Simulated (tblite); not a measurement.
C₆H₁₀N₂Si.
Geometry (GFN2-xTB, Å), atoms numbered from 1 in this order:
```
atom  x, y, z in Å
C1     2.5735    0.8367    0.1741
N2     1.1430    0.7589    0.3577
C3     0.5908   -0.5154    0.0392
Si4    0.2498   -1.1335   -1.7582
C5    -0.8642   -0.6210   -0.3453
C6    -2.0108   -1.0787    0.4747
C7    -1.9977    0.3312   -0.0806
C8    -1.8266    1.4208    0.8110
N9    -1.7093    2.3164    1.5162
H10    2.8862    0.6170   -0.8601
H11    2.9141    1.8332    0.4469
H12    3.0490    0.1101    0.8336
H13    0.6731    1.4988   -0.1530
H14    0.9183   -1.2539    0.7700
H15    0.3629   -0.1620   -2.8312
H16    0.2985   -2.5446   -2.0803
H17   -2.7268   -1.7719    0.0548
H18   -1.8627   -1.1912    1.5408
H19   -2.6709    0.5584   -0.9027
```

All values are computed: GFN2-xTB (tblite) harmonic vibrations without scaling, gas phase. Against measured fundamentals such values can be off by several per cent, at times by over 20. Modes of hydrogen on silicon can be 10 to 20 % off. One conformer, not necessarily the lowest.

Harmonic wavenumbers (cm⁻¹): 71.9, 78.0, 94.0, 153.1, 194.2, 218.8, 249.5, 271.9, 317.5, 406.4, 451.5, 481.2, 503.3, 509.6, 534.0, 642.6, 690.0, 730.7, 760.6, 830.7, 849.9, 931.4, 969.2, 1016.2, 1026.7, 1049.3, 1062.4, 1099.7, 1106.5, 1111.0, 1142.8, 1204.3, 1251.6, 1290.0, 1398.7, 1414.2, 1428.3, 1479.7, 1491.9, 1496.0, 2360.1, 2388.3, 2391.2, 2831.1, 2955.8, 3003.4, 3004.8, 3029.7, 3063.4, 3071.3, 3375.3.

A = 1713, B = 1226, C = 806.3 MHz; mass 138.061 u (most abundant isotopes); point group C1, symmetry number 1.

What is the zero-point energy?

Half the sum of the wavenumbers: 31742 cm⁻¹ = 379.72 kJ/mol.

Entropy at 273.15 K, 1 bar (ideal gas, RRHO, classical rotation)?

Translation 168.49, rotation 122.88, vibration 113.42: S = 404.8 J/(mol K).

And Cp and H(273.15 K) − H(0)?

Cp = 160.67 J/(mol K), of which vibrations give 127.41 (their classical limit is 51 R = 424.0); H(273.15 K) − H(0) = 26.26 kJ/mol without the zero-point energy, 17.18 from vibrations.

Which modes carry the vibrational entropy at 273.15 K?

71.9 cm⁻¹: 16.44; 78.0 cm⁻¹: 15.77; 94.0 cm⁻¹: 14.24; 153.1 cm⁻¹: 10.32; 194.2 cm⁻¹: 8.48; 218.8 cm⁻¹: 7.58 J/(mol K); the other 45 give 40.59 together.

What must be added to the electronic energy to get the Gibbs energy at 273.15 K and 1 bar?

ZPE + [H(273.15 K) − H(0)] − T·S = 379.72 + 26.26 − 110.57 = 295.41 kJ/mol.

Hindered rotation and anharmonicity are outside this model. Other conformers, if any are populated, would add a mixing term that is left out. The structure is chiral; the term R ln 2 for an equal mix with its mirror image is left out.

Hardware: Arm Neoverse N1, one thread (shared host). Cost: 1.4 s. This covers the Hessian and the dipole derivatives.
